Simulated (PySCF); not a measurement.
# Ionising GeH

UHF-MP2; basis Ge pcseg-1, H pcseg-1; no relativity; PySCF 2.14. Neutral (UHF): doublet (π ↑), Re = 1.585 Å, ωe = 1961 cm⁻¹, De = 2.52 eV.

GeH⁺ (RHF): singlet (closed shell), Re = 1.570 Å, ωe = 2082 cm⁻¹, De = 2.74 eV to Ge⁺ + H. The energies at the minima are -2075.68824 hartree for GeH and -2075.41047 for GeH⁺.

(1) Work out the adiabatic ionisation energy, without and with harmonic zero-point energies (1 hartree = 27.2114 eV, 1 eV = 8065.5 cm⁻¹), and the change of the bond length.

Correlated steps freeze 9 core orbitals. Correlated levels converge slowly with the basis: in double zeta they bind strong bonds too weakly, by up to about 1 eV, and carry superposition errors of some tenths. For an ion De counts to the pair picked by the measured ionisation energies or electron affinities, which need not be the lowest pair at this level. Where the molecule has an RHF reference, its open-shell atoms are computed with UHF. States were picked by a PBE0 search and need not be the measured ground states.

Neutral and ion stand on different kinds of reference determinant, which adds to the error of the difference.

Answers

(1) At MP2: 0.27777 hartree = 7.559 eV between the minima; the zero-point term (2082.0 − 1961.0)/2 cm⁻¹ = +0.008 eV makes it 7.566 eV. Re changes by -1.5 pm against the neutral. The electron leaves a π orbital, which is non-bonding in a hydride.
